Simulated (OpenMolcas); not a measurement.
## Levels of Cr V by method

| Quantity | Value |
| --- | --- |
| Program | OpenMolcas 26.06 |
| Basis | ANO-R1 [5s3p3d1f] |
| Scalar Hamiltonian | X2C, finite nucleus |
| Active space | 2 electrons in 5 orbitals (3d) |
| State averaging | 2S+1 = 3 even, 10 roots; 2S+1 = 1 even, 15 roots |
| Spin-orbit coupling | state interaction with AMFI integrals over the reference wave functions, term energies averaged over their components |

Methods on the same reference wave functions:
A. CASSCF
B. SS-CASPT2, IPEA 0.25 Eh, imaginary shift 0.1 Eh (closed shells correlated: 3s 3p)
C. XMS-CASPT2, IPEA 0.25 Eh, imaginary shift 0.1 Eh (closed shells correlated: 3s 3p)

Energies in cm⁻¹ above 3d² ³F₂, the measured ground level; measured values from Sugar and Corliss, J. Phys. Chem. Ref. Data 6, 317 (1977).

```
  Level      A      B      C  Measured
3d² ³F₂    0.0    0.0    0.0       0.0
3d² ³F₃    484    487    486       508
3d² ³F₄   1106   1108   1108      1142
3d² ¹D₂  16129  13450  14020     13188
3d² ³P₀  18905  16170  16260     15492
3d² ³P₁  19076  16340  16430     15677
3d² ³P₂  19451  16720  16820     16041
3d² ¹G₄  24800  22960  23320     22019
3d² ¹S₀  60317  53920  54650     51146
```

Deviations, from unrounded energies. A percentage is the sum of absolute deviations over the sum of measured energies, with the sign that they share, or ± where signs differ.

| Against measurement | Levels | A | B | C |
| --- | --- | --- | --- | --- |
| mean absolute deviation (cm-1) | 8 | 3100 | 760 | 1000 |
| fine structure of the ground term (%) | 2 | -3.6 | -3.3 | -3.4 |
| other terms of the ground configuration (%) | 6 | +18.8 | +4.5 | +5.9 |

B lies closest to measurement on these levels and A furthest from it. The largest miss of B in the table is 3d² ¹S₀, by +2800 cm-1. The ranking rests on the paired levels alone, and a cruder setting can come out closer through cancelling errors.

Between B and C the level of the table that moves most is 3d² ¹S₀, by 730 cm-1 (lowest in B, highest in C). Moves below CASPT2's spread within the term are not significant.

The mean deviations of B to C differ by less than CASPT2's widest spread within a term (890 cm-1), so their order carries little weight.

From A to B the spin-free energies of the other terms of 3d² shown, above ³F, scale by factors of 0.83 to 0.92, as is usual when dynamic correlation screens the repulsion within a d or f shell.

The lowest spin-free term lies below A's lowest term by 0.170 hartree in B, 0.174 hartree in C.

CASPT2 does not keep the components of a term degenerate, so their means are used; among the terms shown or strongly mixed into the levels shown the widest spread is 890 cm-1 (3d² ³F, C). The basis is small and was not contracted for so high a charge. Without dynamic correlation excited terms often stand tens of per cent too high (terms of higher spin than the ground term too low), and those without a measured partner can miss by more than the paired ones (holds for A). Computed and measured levels are paired by configuration, term and J; levels that our copy of the source lacks, or whose pairing is in doubt (as where it misses far off the trend of its configuration), stay unpaired and out of the deviations. Only configurations of the active space appear.
